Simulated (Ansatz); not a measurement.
```yaml
crystal:
  periodic: [true, true, true]
  atoms:
    - {symbol: N, position_ang: [0.269337, 1.890949, -0.922290]}
    - {symbol: C, position_ang: [-0.346377, 0.742195, -0.535978]}
    - {symbol: F, position_ang: [-1.602199, 0.665113, -0.975872]}
    - {symbol: C, position_ang: [0.174014, -0.222658, 0.247581]}
    - {symbol: O, position_ang: [1.506091, 0.018983, 0.586865]}
    - {symbol: Ga, position_ang: [-0.808283, -1.766394, 0.842824]}
    - {symbol: H, position_ang: [1.263533, 1.895567, -0.755498]}
    - {symbol: H, position_ang: [-0.024761, 2.278443, -1.804299]}
    - {symbol: H, position_ang: [1.824158, -0.717078, 1.112352]}
    - {symbol: H, position_ang: [-2.303305, -2.023099, 0.489637]}
    - {symbol: H, position_ang: [0.047773, -2.762010, 1.714690]}
basis:
  gaussian: {orbitals: aug-cc-pVTZ}
total_charge: 1
magnetization: {spin_polarized: true, initial_magnetization: 1}
hamiltonian: {xc: {name: wB97X}}
output: {forces: true}
```

```sh
$ ansatz run in.yaml --threads 4 --pin off --events-out ev --progress --plain --max-ram 10444MiB
```

It prints (some lines left out):

```
Error: YAML parse error: error: line 2 column 3: crystal: missing field `lattice` (a structure is typed as `lattice` and `atoms`, a molecule's as `atoms` in Å alone, or read from a run's directory, `checkpoint`)
 --> <input>:2:3
1 | crystal:
2 |   periodic: [true, true, true]
3 |   atoms:
4 |     - {symbol: N, position_ang: [0.269337, 1.890949, -0.922290]}
```

**Question.** What is wrong with this run?

**Answer.** The molecule is marked periodic without a cell. The input was rejected before any iteration.
